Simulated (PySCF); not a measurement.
**Working out the ionisation energy of Mo**

Mo [Kr] 4d5 5s1 (7S) → Mo⁺ [Kr] 4d5 (6S). Calculation: PySCF 2.14, in aug-cc-pVDZ-PP with ECP28MDF (5s5p4d2f, 54 functions); scalar relativity through the core potential. Frozen: 4s2 4p6. Energies in hartree (1 hartree = 27.21139 eV):

| part | Mo (lower) | Mo⁺ (upper) |
| --- | --- | --- |
| UHF | -67.344195 | -67.114292 |
| CCSD correlation | -0.074596 | -0.053065 |
| (T) | -0.001366 | -0.000529 |

Problem. What does Hartree-Fock give?

Solution. (-67.114292) − (-67.344195) = 0.229903 hartree = 6.256 eV.

Problem. What do CCSD and CCSD(T) give?

Solution. The CCSD correlation energies differ by 0.021531 hartree = 0.586 eV and the triples by 0.000837 hartree = 0.023 eV, so CCSD gives 6.842 eV and CCSD(T) 6.865 eV.

Measured between the centres of the two terms (NIST): 7.092 eV, so CCSD(T) (valence) is off by -0.227 eV.

A double-zeta basis recovers only part of the correlation energy.

What remains against the reference includes basis incompleteness, the frozen core and higher excitations.
